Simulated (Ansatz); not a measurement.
A short molecular-dynamics run on Zn₈Te₇Cl₂.

```yaml
crystal:
  periodic: [false, false, false]
  atoms:
    - {symbol: Te, position_ang: [-0.352260, 0.849541, -4.945026]}
    - {symbol: Te, position_ang: [2.250947, -1.739627, -2.623513]}
    - {symbol: Te, position_ang: [-2.057627, -1.425434, -1.526924]}
    - {symbol: Te, position_ang: [-1.710447, 1.080608, 2.363082]}
    - {symbol: Te, position_ang: [0.844156, 1.944994, -0.688840]}
    - {symbol: Te, position_ang: [-0.020571, -2.108737, 5.304138]}
    - {symbol: Te, position_ang: [3.109037, 1.140700, 3.254921]}
    - {symbol: Zn, position_ang: [-1.955969, 0.851898, -2.943744]}
    - {symbol: Zn, position_ang: [-0.194287, -1.376898, -3.454084]}
    - {symbol: Zn, position_ang: [-0.640992, -1.195214, 3.031097]}
    - {symbol: Zn, position_ang: [1.432668, 0.740808, -2.951819]}
    - {symbol: Zn, position_ang: [0.594790, -0.834817, -0.714917]}
    - {symbol: Zn, position_ang: [-1.651056, 1.019978, -0.216322]}
    - {symbol: Zn, position_ang: [0.926268, 1.212360, 2.001334]}
    - {symbol: Zn, position_ang: [1.732847, -0.521650, 4.503126]}
    - {symbol: Cl, position_ang: [-3.066949, 2.376389, -1.646244]}
    - {symbol: Cl, position_ang: [0.759436, -2.014908, 1.253724]}
basis:
  gaussian: {orbitals: def2-SVP, fitting: {mean_field: def2-universal-jkfit}}
magnetization: {spin_polarized: true, initial_magnetization: 0}
hamiltonian: {xc: {name: revPBE}, dispersion: d3bj}
md: {timestep: 2 fs, n_steps: 25, ensemble: nvt_nose_hoover, temperature: 700, initial_velocities: maxwell_boltzmann, seed: 721}
scf: {omitted_lower_state_checks: [starts]}
```

```sh
$ ansatz run in.yaml --threads 2 --pin off --events-out ev --progress --plain --max-ram 32768MiB --backend cuda --devices 0, --max-vram 18GiB
```

```
step  time (fs)  potential energy (eV)  kinetic (eV)  T (K)  conserved (eV)
   0        0.0           -463393.7569        1.3572    700    -463392.3997
   1        2.0           -463393.7533        1.3536    698    -463392.3997
   2        4.0           -463393.7439        1.3443    693    -463392.3996
   3        6.0           -463393.7291        1.3295    686    -463392.3996
   4        8.0           -463393.7089        1.3094    675    -463392.3996
   5       10.0           -463393.6839        1.2845    662    -463392.3996
   6       12.0           -463393.6545        1.2552    647    -463392.3995
   7       14.0           -463393.6212        1.2221    630    -463392.3995
   8       16.0           -463393.5847        1.1860    612    -463392.3995
   9       18.0           -463393.5456        1.1473    592    -463392.3994
  10       20.0           -463393.5047        1.1070    571    -463392.3994
  11       22.0           -463393.4627        1.0657    550    -463392.3993
  12       24.0           -463393.4201        1.0240    528    -463392.3993
  13       26.0           -463393.3778        0.9827    507    -463392.3993
  14       28.0           -463393.3363        0.9424    486    -463392.3992
  15       30.0           -463393.2961        0.9036    466    -463392.3992
  16       32.0           -463393.2577        0.8667    447    -463392.3992
  17       34.0           -463393.2215        0.8323    429    -463392.3991
  18       36.0           -463393.1877        0.8005    413    -463392.3991
  19       38.0           -463393.1566        0.7716    398    -463392.3991
  20       40.0           -463393.1284        0.7457    385    -463392.3991
  21       42.0           -463393.1030        0.7228    373    -463392.3991
  22       44.0           -463393.0804        0.7030    363    -463392.3991
  23       46.0           -463393.0605        0.6860    354    -463392.3991
  24       48.0           -463393.0431        0.6719    347    -463392.3992
  25       50.0           -463393.0281        0.6603    341    -463392.3992
```

Velocities are drawn at the set temperature; a run this short doesn't reach equilibrium.

In the def2 sets Te takes a core potential; there is no spin–orbit coupling.

Frames (Å, forces in eV/Å):

```xyz
17
time=0.0 fs
Te   -0.352    0.850   -4.945   -0.001    0.056   -0.128
Te    2.251   -1.740   -2.624    0.116   -0.087    0.005
Te   -2.058   -1.425   -1.527   -0.072   -0.087    0.064
Te   -1.710    1.081    2.363   -0.087    0.055    0.056
Te    0.844    1.945   -0.689    0.026    0.094   -0.015
Te   -0.021   -2.109    5.304   -0.047   -0.091    0.107
Te    3.109    1.141    3.255    0.119    0.059   -0.027
Zn   -1.956    0.852   -2.944    0.002   -0.019   -0.050
Zn   -0.194   -1.377   -3.454   -0.036   -0.075   -0.046
Zn   -0.641   -1.195    3.031   -0.079   -0.011   -0.037
Zn    1.433    0.741   -2.952    0.053    0.066   -0.015
Zn    0.595   -0.835   -0.715   -0.007    0.036    0.003
Zn   -1.651    1.020   -0.216    0.033   -0.042    0.037
Zn    0.926    1.212    2.001   -0.014    0.007   -0.019
Zn    1.733   -0.522    4.503    0.034   -0.008    0.036
Cl   -3.067    2.376   -1.646   -0.096    0.121    0.013
Cl    0.759   -2.015    1.254    0.055   -0.075    0.015
17
time=2.0 fs
Te   -0.355    0.853   -4.942    0.034    0.061   -0.142
Te    2.253   -1.738   -2.619    0.067   -0.091   -0.014
Te   -2.060   -1.429   -1.521   -0.048   -0.053    0.023
Te   -1.713    1.080    2.361   -0.134    0.093    0.065
Te    0.850    1.936   -0.684    0.021    0.151   -0.044
Te   -0.019   -2.105    5.305   -0.071   -0.087    0.062
Te    3.104    1.140    3.251    0.127    0.068   -0.036
Zn   -1.962    0.855   -2.949    0.008   -0.072   -0.025
Zn   -0.201   -1.372   -3.458    0.009   -0.082    0.006
Zn   -0.638   -1.187    3.025   -0.078   -0.054    0.051
Zn    1.446    0.741   -2.952    0.016    0.058   -0.028
Zn    0.593   -0.828   -0.712   -0.007    0.024   -0.060
Zn   -1.646    1.014   -0.217    0.004   -0.031   -0.002
Zn    0.918    1.211    2.000    0.029    0.010    0.010
Zn    1.740   -0.532    4.497    0.035    0.002    0.041
Cl   -3.067    2.374   -1.655   -0.098    0.137    0.057
Cl    0.761   -1.999    1.254    0.084   -0.135    0.037
17
time=6.0 fs
Te   -0.359    0.859   -4.936    0.105    0.072   -0.172
Te    2.256   -1.734   -2.609   -0.026   -0.099   -0.052
Te   -2.064   -1.435   -1.510   -0.002    0.009   -0.057
Te   -1.718    1.078    2.356   -0.228    0.169    0.082
Te    0.861    1.918   -0.674    0.013    0.272   -0.105
Te   -0.017   -2.097    5.307   -0.114   -0.080   -0.024
Te    3.093    1.139    3.244    0.142    0.084   -0.051
Zn   -1.973    0.860   -2.959    0.022   -0.173    0.022
Zn   -0.213   -1.363   -3.467    0.091   -0.096    0.107
Zn   -0.633   -1.171    3.014   -0.077   -0.139    0.225
Zn    1.472    0.741   -2.952   -0.057    0.046   -0.052
Zn    0.590   -0.815   -0.707   -0.008   -0.009   -0.185
Zn   -1.636    1.001   -0.217   -0.052   -0.010   -0.076
Zn    0.903    1.207    1.997    0.114    0.019    0.068
Zn    1.755   -0.554    4.484    0.036    0.021    0.049
Cl   -3.068    2.369   -1.673   -0.105    0.170    0.142
Cl    0.764   -1.969    1.254    0.144   -0.255    0.080
17
time=10.0 fs
Te   -0.364    0.866   -4.931    0.173    0.081   -0.205
Te    2.259   -1.730   -2.600   -0.108   -0.110   -0.087
Te   -2.068   -1.442   -1.498    0.042    0.065   -0.133
Te   -1.723    1.076    2.351   -0.322    0.244    0.096
Te    0.872    1.901   -0.665    0.007    0.401   -0.168
Te   -0.015   -2.089    5.309   -0.152   -0.072   -0.104
Te    3.082    1.137    3.236    0.156    0.098   -0.063
Zn   -1.984    0.865   -2.969    0.036   -0.266    0.065
Zn   -0.226   -1.355   -3.475    0.165   -0.111    0.203
Zn   -0.628   -1.156    3.002   -0.078   -0.223    0.391
Zn    1.497    0.740   -2.952   -0.128    0.037   -0.072
Zn    0.587   -0.802   -0.702   -0.009   -0.056   -0.305
Zn   -1.626    0.988   -0.218   -0.106    0.012   -0.142
Zn    0.887    1.203    1.994    0.198    0.029    0.127
Zn    1.770   -0.576    4.472    0.036    0.039    0.057
Cl   -3.070    2.365   -1.690   -0.114    0.204    0.222
Cl    0.768   -1.940    1.254    0.203   -0.372    0.118
17
time=14.0 fs
Te   -0.368    0.873   -4.925    0.239    0.089   -0.237
Te    2.262   -1.727   -2.591   -0.180   -0.125   -0.120
Te   -2.072   -1.449   -1.487    0.084    0.114   -0.204
Te   -1.728    1.074    2.346   -0.412    0.314    0.106
Te    0.883    1.884   -0.656    0.004    0.538   -0.233
Te   -0.012   -2.082    5.311   -0.184   -0.065   -0.173
Te    3.072    1.136    3.229    0.170    0.109   -0.071
Zn   -1.996    0.869   -2.979    0.048   -0.347    0.105
Zn   -0.238   -1.346   -3.483    0.229   -0.126    0.292
Zn   -0.623   -1.141    2.992   -0.081   -0.301    0.545
Zn    1.523    0.741   -2.953   -0.196    0.032   -0.088
Zn    0.583   -0.789   -0.697   -0.009   -0.120   -0.413
Zn   -1.616    0.976   -0.219   -0.157    0.035   -0.199
Zn    0.872    1.200    1.992    0.275    0.041    0.185
Zn    1.785   -0.597    4.459    0.036    0.057    0.063
Cl   -3.072    2.362   -1.705   -0.124    0.234    0.295
Cl    0.772   -1.912    1.255    0.258   -0.480    0.149
17
time=18.0 fs
Te   -0.372    0.880   -4.920    0.301    0.095   -0.269
Te    2.265   -1.724   -2.582   -0.241   -0.142   -0.152
Te   -2.076   -1.455   -1.476    0.123    0.155   -0.271
Te   -1.735    1.073    2.341   -0.493    0.377    0.113
Te    0.894    1.867   -0.647    0.003    0.680   -0.299
Te   -0.010   -2.074    5.313   -0.210   -0.060   -0.231
Te    3.062    1.135    3.221    0.187    0.118   -0.073
Zn   -2.007    0.872   -2.988    0.057   -0.412    0.145
Zn   -0.249   -1.338   -3.490    0.285   -0.140    0.373
Zn   -0.618   -1.127    2.983   -0.086   -0.372    0.680
Zn    1.548    0.741   -2.954   -0.261    0.031   -0.101
Zn    0.580   -0.776   -0.694   -0.009   -0.202   -0.502
Zn   -1.607    0.963   -0.220   -0.206    0.062   -0.245
Zn    0.858    1.197    1.990    0.342    0.054    0.239
Zn    1.800   -0.619    4.447    0.034    0.075    0.067
Cl   -3.074    2.360   -1.720   -0.130    0.256    0.358
Cl    0.778   -1.887    1.257    0.306   -0.575    0.168
17
time=22.0 fs
Te   -0.376    0.887   -4.915    0.357    0.098   -0.299
Te    2.268   -1.721   -2.573   -0.290   -0.163   -0.183
Te   -2.080   -1.462   -1.466    0.157    0.189   -0.332
Te   -1.741    1.073    2.337   -0.563    0.428    0.114
Te    0.905    1.852   -0.638    0.003    0.825   -0.363
Te   -0.009   -2.067    5.315   -0.228   -0.057   -0.278
Te    3.052    1.134    3.213    0.206    0.125   -0.069
Zn   -2.018    0.875   -2.998    0.060   -0.460    0.186
Zn   -0.260   -1.330   -3.497    0.333   -0.153    0.443
Zn   -0.613   -1.113    2.976   -0.093   -0.434    0.793
Zn    1.573    0.741   -2.954   -0.323    0.035   -0.109
Zn    0.577   -0.764   -0.692   -0.008   -0.302   -0.567
Zn   -1.598    0.951   -0.223   -0.250    0.092   -0.278
Zn    0.845    1.193    1.988    0.395    0.067    0.289
Zn    1.815   -0.640    4.435    0.031    0.092    0.070
Cl   -3.077    2.359   -1.733   -0.131    0.268    0.408
Cl    0.785   -1.864    1.260    0.345   -0.650    0.174
17
time=26.0 fs
Te   -0.379    0.894   -4.911    0.406    0.098   -0.323
Te    2.270   -1.718   -2.564   -0.330   -0.187   -0.214
Te   -2.084   -1.468   -1.455    0.187    0.216   -0.389
Te   -1.749    1.073    2.332   -0.617    0.466    0.110
Te    0.917    1.837   -0.630    0.004    0.967   -0.423
Te   -0.007   -2.060    5.316   -0.240   -0.055   -0.312
Te    3.042    1.134    3.205    0.230    0.128   -0.058
Zn   -2.029    0.876   -3.007    0.056   -0.488    0.230
Zn   -0.270   -1.323   -3.502    0.374   -0.165    0.503
Zn   -0.609   -1.101    2.970   -0.100   -0.483    0.879
Zn    1.596    0.741   -2.956   -0.380    0.043   -0.113
Zn    0.574   -0.752   -0.691   -0.006   -0.418   -0.604
Zn   -1.589    0.939   -0.225   -0.291    0.127   -0.297
Zn    0.832    1.190    1.988    0.433    0.080    0.331
Zn    1.831   -0.661    4.423    0.027    0.109    0.071
Cl   -3.081    2.360   -1.745   -0.124    0.266    0.442
Cl    0.793   -1.843    1.263    0.370   -0.704    0.166
17
time=30.0 fs
Te   -0.382    0.901   -4.907    0.449    0.093   -0.341
Te    2.272   -1.715   -2.556   -0.360   -0.214   -0.244
Te   -2.087   -1.474   -1.446    0.212    0.235   -0.440
Te   -1.757    1.073    2.328   -0.651    0.488    0.100
Te    0.928    1.823   -0.622    0.005    1.104   -0.479
Te   -0.006   -2.052    5.316   -0.246   -0.057   -0.332
Te    3.033    1.133    3.197    0.260    0.130   -0.040
Zn   -2.040    0.877   -3.015    0.047   -0.496    0.277
Zn   -0.279   -1.316   -3.506    0.409   -0.173    0.551
Zn   -0.604   -1.090    2.967   -0.107   -0.519    0.935
Zn    1.619    0.742   -2.957   -0.434    0.055   -0.113
Zn    0.570   -0.742   -0.691   -0.002   -0.544   -0.610
Zn   -1.582    0.927   -0.229   -0.326    0.167   -0.303
Zn    0.821    1.187    1.988    0.452    0.091    0.364
Zn    1.846   -0.682    4.411    0.021    0.125    0.071
Cl   -3.085    2.361   -1.754   -0.108    0.248    0.460
Cl    0.804   -1.826    1.267    0.379   -0.733    0.145
17
time=34.0 fs
Te   -0.384    0.909   -4.903    0.482    0.084   -0.351
Te    2.273   -1.712   -2.548   -0.380   -0.242   -0.275
Te   -2.090   -1.479   -1.436    0.232    0.247   -0.487
Te   -1.766    1.074    2.324   -0.664    0.492    0.085
Te    0.939    1.811   -0.615    0.003    1.228   -0.528
Te   -0.006   -2.045    5.317   -0.244   -0.061   -0.341
Te    3.024    1.133    3.189    0.295    0.128   -0.016
Zn   -2.050    0.876   -3.023    0.032   -0.485    0.326
Zn   -0.287   -1.309   -3.509    0.438   -0.178    0.587
Zn   -0.600   -1.080    2.966   -0.114   -0.541    0.959
Zn    1.641    0.742   -2.959   -0.484    0.069   -0.109
Zn    0.567   -0.732   -0.693    0.004   -0.674   -0.588
Zn   -1.575    0.915   -0.233   -0.354    0.213   -0.295
Zn    0.810    1.185    1.988    0.451    0.101    0.386
Zn    1.862   -0.702    4.399    0.014    0.142    0.069
Cl   -3.089    2.364   -1.762   -0.082    0.214    0.462
Cl    0.815   -1.812    1.271    0.371   -0.737    0.114
17
time=38.0 fs
Te   -0.385    0.916   -4.900    0.506    0.070   -0.351
Te    2.274   -1.710   -2.540   -0.392   -0.273   -0.306
Te   -2.093   -1.484   -1.428    0.246    0.253   -0.528
Te   -1.775    1.076    2.320   -0.654    0.478    0.065
Te    0.950    1.801   -0.609   -0.003    1.332   -0.569
Te   -0.005   -2.038    5.317   -0.236   -0.067   -0.336
Te    3.015    1.132    3.181    0.336    0.124    0.015
Zn   -2.061    0.874   -3.029    0.015   -0.457    0.374
Zn   -0.294   -1.303   -3.510    0.463   -0.179    0.611
Zn   -0.597   -1.071    2.967   -0.120   -0.546    0.951
Zn    1.662    0.743   -2.961   -0.529    0.085   -0.102
Zn    0.564   -0.725   -0.697    0.013   -0.799   -0.539
Zn   -1.569    0.904   -0.238   -0.376    0.263   -0.275
Zn    0.801    1.182    1.990    0.429    0.109    0.397
Zn    1.877   -0.722    4.388    0.006    0.158    0.066
Cl   -3.094    2.367   -1.767   -0.048    0.167    0.450
Cl    0.829   -1.801    1.276    0.345   -0.718    0.076
17
time=42.0 fs
Te   -0.386    0.924   -4.897    0.519    0.051   -0.340
Te    2.275   -1.708   -2.532   -0.396   -0.304   -0.338
Te   -2.096   -1.489   -1.420    0.255    0.253   -0.565
Te   -1.786    1.078    2.316   -0.622    0.447    0.042
Te    0.961    1.792   -0.603   -0.015    1.412   -0.601
Te   -0.005   -2.031    5.316   -0.221   -0.077   -0.319
Te    3.007    1.132    3.173    0.383    0.117    0.052
Zn   -2.072    0.870   -3.035   -0.001   -0.415    0.420
Zn   -0.300   -1.297   -3.510    0.483   -0.176    0.622
Zn   -0.593   -1.064    2.970   -0.125   -0.536    0.910
Zn    1.681    0.744   -2.963   -0.571    0.101   -0.092
Zn    0.560   -0.719   -0.702    0.025   -0.910   -0.467
Zn   -1.563    0.894   -0.243   -0.389    0.318   -0.243
Zn    0.792    1.180    1.993    0.388    0.114    0.395
Zn    1.893   -0.742    4.376   -0.005    0.175    0.062
Cl   -3.100    2.371   -1.771   -0.008    0.108    0.426
Cl    0.844   -1.793    1.281    0.301   -0.678    0.036
17
time=46.0 fs
Te   -0.387    0.932   -4.895    0.522    0.026   -0.318
Te    2.275   -1.707   -2.525   -0.393   -0.335   -0.371
Te   -2.098   -1.494   -1.412    0.259    0.247   -0.598
Te   -1.797    1.081    2.312   -0.569    0.400    0.016
Te    0.973    1.784   -0.598   -0.034    1.460   -0.624
Te   -0.005   -2.024    5.316   -0.200   -0.091   -0.289
Te    2.999    1.132    3.165    0.435    0.108    0.094
Zn   -2.082    0.866   -3.041   -0.014   -0.363    0.459
Zn   -0.305   -1.291   -3.509    0.500   -0.167    0.621
Zn   -0.590   -1.057    2.975   -0.130   -0.510    0.839
Zn    1.700    0.745   -2.965   -0.609    0.117   -0.078
Zn    0.557   -0.715   -0.707    0.040   -0.997   -0.377
Zn   -1.559    0.884   -0.249   -0.393    0.376   -0.202
Zn    0.785    1.178    1.997    0.329    0.117    0.381
Zn    1.908   -0.762    4.365   -0.018    0.191    0.056
Cl   -3.105    2.376   -1.772    0.035    0.042    0.393
Cl    0.860   -1.789    1.287    0.242   -0.622   -0.003
17
time=50.0 fs
Te   -0.386    0.940   -4.893    0.513   -0.004   -0.283
Te    2.274   -1.706   -2.519   -0.383   -0.364   -0.406
Te   -2.100   -1.498   -1.405    0.257    0.236   -0.625
Te   -1.809    1.084    2.308   -0.497    0.340   -0.012
Te    0.984    1.778   -0.593   -0.062    1.474   -0.638
Te   -0.005   -2.017    5.314   -0.173   -0.108   -0.246
Te    2.991    1.132    3.157    0.490    0.096    0.141
Zn   -2.093    0.861   -3.045   -0.020   -0.306    0.489
Zn   -0.309   -1.286   -3.506    0.514   -0.155    0.609
Zn   -0.587   -1.052    2.983   -0.136   -0.469    0.739
Zn    1.717    0.746   -2.968   -0.644    0.132   -0.062
Zn    0.554   -0.713   -0.714    0.057   -1.053   -0.274
Zn   -1.556    0.875   -0.256   -0.387    0.435   -0.153
Zn    0.778    1.177    2.001    0.254    0.117    0.354
Zn    1.924   -0.781    4.354   -0.032    0.208    0.050
Cl   -3.110    2.381   -1.772    0.078   -0.027    0.355
Cl    0.878   -1.786    1.293    0.170   -0.552   -0.038
```

Run time 3.8 min (2 threads of AMD EPYC 7R13 on a shared host and a share (18 GiB) of an NVIDIA H100 80GB HBM3), peak host memory 1.3 GiB.
